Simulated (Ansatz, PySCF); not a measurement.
Gas-phase reaction in SMILES: FC(F)Cl [chloro(difluoro)methane] + 3 [H][H] (H2) -> C (CH4) + Cl (HCl) + 2 F (HF)
Geometries: B3LYP-D3(BJ)/def2-TZVP minima from Ansatz (a quantum-chemistry and plane-wave program).

Property: energy of full hydrogenation (enthalpy at 298 K, with B3LYP-D3(BJ) rigid-rotor harmonic-oscillator terms from PySCF), in kJ/mol. Correlated levels leave the core frozen unless marked. No spin-orbit coupling. No relativistic terms. CBS marks a two-point X^-3 extrapolation of the correlation energy; Hartree-Fock from the larger set. [CCSD(T)-MP2]/basis is that difference in the basis named.

RI-MP2/CBS(aug-cc-pV(T+d)Z,aug-cc-pV(Q+d)Z)+[CCSD(T)-MP2]/aug-cc-pV(T+d)Z (Ansatz) gives -229.9 kJ/mol.

### Question
Another calculation gave -228.9 kJ/mol. Which level was it?
(A) r2SCANh/def2-TZVPD (Ansatz)
(B) BHLYP/def2-TZVPD (Ansatz)
(C) TPSSh/def2-TZVPD (PySCF)
(D) r2SCAN0/def2-TZVPD (Ansatz)

### Answer
B, BHLYP/def2-TZVPD (Ansatz). The others give -213.0 (r2SCAN0), -202.1 (r2SCANh), -179.3 (TPSSh) kJ/mol.
